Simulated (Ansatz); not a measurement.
`CNB(F)F` and `FB(F)S` differ in one atom or group.

Ansatz, PBE0-D4/def2-TZVP geometries, multiplicity 1. Each molecule was computed in one conformer, which needn't be the lowest.

| property | `CNB(F)F` |
| --- | --- |
| ideal-gas entropy at 298 K and 1 bar (rigid rotor, harmonic PBE0-D4/def2-TZVP) / J/(mol·K) | 312 |
| HOMO–LUMO gap (ωB97M-V/def2-TZVPP) / eV | 12.20 |
| HOMO–LUMO gap (B3LYP/def2-TZVPP) / eV | 8.02 |
| HOMO–LUMO gap (PBE/def2-TZVPP) / eV | 6.38 |
| HOMO energy (ωB97M-V/def2-TZVPP) / eV | -10.18 |
| size of the dipole moment (B3LYP/def2-TZVPP) / D | 2.78 |

Question: What does the change do to each property? (Estimate.)

Answer: The calculation gave: 
```json
{"property": "ideal-gas entropy at 298 K and 1 bar (rigid rotor, harmonic PBE0-D4/def2-TZVP) / J/(mol·K)", "`FB(F)S`": "288", "shift": "-24"}
{"property": "HOMO–LUMO gap (ωB97M-V/def2-TZVPP) / eV", "`FB(F)S`": "12.46", "shift": "0.26"}
{"property": "HOMO–LUMO gap (B3LYP/def2-TZVPP) / eV", "`FB(F)S`": "8.04", "shift": "0.02"}
{"property": "HOMO–LUMO gap (PBE/def2-TZVPP) / eV", "`FB(F)S`": "6.27", "shift": "-0.11"}
{"property": "HOMO energy (ωB97M-V/def2-TZVPP) / eV", "`FB(F)S`": "-10.63", "shift": "-0.45"}
{"property": "size of the dipole moment (B3LYP/def2-TZVPP) / D", "`FB(F)S`": "1.29", "shift": "-1.49"}
```

The zero-point energy changes by -120.6 kJ/mol with -12 modes. Dipoles are sizes alone; their direction can turn.

B3LYP here is the variant with VWN-RPA as its local correlation; programs differ in this.
